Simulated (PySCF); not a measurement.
Species: Si(vinyl)2(pyrrolidide)2, C12H22N2Si.
Bonds: Si1–C2, Si1–C7, Si1–N12, Si1–N25, C2–C3, C7–C8, N12–C13, N12–C16, C13–C14, C14–C15, C15–C16, N25–C26, N25–C29, C26–C27, C27–C28, C28–C29. Hydrogens: H4 on C2; H5, H6 on C3; H9 on C7; H10, H11 on C8; H17, H18 on C13; H19, H20 on C14; H21, H22 on C15; H23, H24 on C16; H30, H31 on C26; H32, H33 on C27; H34, H35 on C28; H36, H37 on C29.

Method used: PBE0-D3(BJ)/def2-SVP geometry optimisation, gas phase (PySCF).

Problem. What internal coordinates does the optimisation give?

Solution. 
| bond | length (pm) |
| --- | --- |
| Si1–C2, Si1–C7 | 187.4 |
| Si1–N12, Si1–N25 | 173.3 |
| C2–C3, C7–C8 | 133.8 |
| C2–H4, C7–H9 | 109.9 |
| C3–H5, C8–H10 | 109.7 |
| C3–H6 | 109.6 |
| C8–H11 | 109.6 |
| N12–C13 and 3 like bonds | 145.8 |
| C13–C14 and 3 like bonds | 152.6 |
| C13–H17 and 7 like bonds | 110.6 |
| C14–C15, C27–C28 | 152.4 |
| C14–H19 and 7 like bonds | 110.1 |

Bonds in one row agree within 1 pm and their mean is given. A selection of angles:
| angle | degrees |
| --- | --- |
| C2–Si1–C7 | 110.0 |
| C2–Si1–N12 | 110.8 |
| C2–Si1–N25 | 107.3 |
| N12–Si1–N25 | 110.8 |
| Si1–C2–C3 | 121.8 |
| Si1–C2–H4 | 120.1 |
| C3–C2–H4 | 118.0 |
| C2–C3–H5 | 120.8 |
| C2–C3–H6 | 122.7 |
| H5–C3–H6 | 116.5 |
| C7–C8–H11 | 122.7 |
| H10–C8–H11 | 116.4 |
| Si1–N12–C13 | 126.8 |
| Si1–N12–C16 | 121.8 |
| C13–N12–C16 | 111.1 |
| N12–C13–C14 | 104.2 |
| N12–C13–H17 | 112.1 |
| C14–C13–H17 | 111.9 |
| C14–C13–H18 | 110.2 |
| H17–C13–H18 | 106.6 |
| C13–C14–C15 | 102.7 |
| C13–C14–H19 | 110.0 |
| C13–C14–H20 | 112.8 |
| C15–C14–H19 | 109.9 |
| C15–C14–H20 | 113.7 |
| H19–C14–H20 | 107.7 |
| C14–C15–C16 | 102.4 |

Dihedral angles: C7–Si1–C2–C3 102° (anticlinal); C2–Si1–C7–C8 104° (anticlinal); C2–Si1–N12–C13 119° (anticlinal); C2–Si1–N25–C26 -6° (synperiplanar); Si1–N12–C13–C14 163° (antiperiplanar); Si1–N12–C16–C15 172° (antiperiplanar); N12–C13–C14–C15 31° (synclinal); C13–C14–C15–C16 -39° (synclinal); C14–C15–C16–N12 33° (synclinal); Si1–N25–C26–C27 166° (antiperiplanar); Si1–N25–C29–C28 169° (antiperiplanar); N25–C26–C27–C28 32° (synclinal). The mirror-image conformer, all signs reversed, is as good.

All 4 C–N bonds measure 1.458 Å. The 8 C–C bonds span 1.338 Å (C2–C3) to 1.527 Å (C13–C14), a spread of 0.189 Å. N12 (nitrogen bonded to 2 C and Si) is planar (angles 126.8°, 121.8° and 111.1°, sum 359.7°, 0.05 Å off the plane of its three neighbours). Si1 (silicon bonded to 2 C and 2 N) is tetrahedral (angles from 107.0° to 110.9°). Of the pairs four or more bonds apart, C7···H17 is among the closest relative to their van der Waals radii: 2.87 Å, 99 % of the sum of Bondi's values.

Point group: near C2, missed by 0.13 Å at most; the miss may be what the optimiser left on a soft mode. Not checked by PBE0-D3(BJ)/def2-SVP frequencies. The numbers are those of one conformer (C7–Si1–C2–C3 102°, C2–Si1–C7–C8 104°, C2–Si1–N12–C13 119°, C2–Si1–N25–C26 -6°, Si1–C2–C3–H 2° and -178°).

The run took 8.7 min wall, 21 min CPU on an AMD EPYC 9R45 with 2 threads, on a shared host, and the process peaked at 3.2 GiB of memory. This is the geometry optimisation.
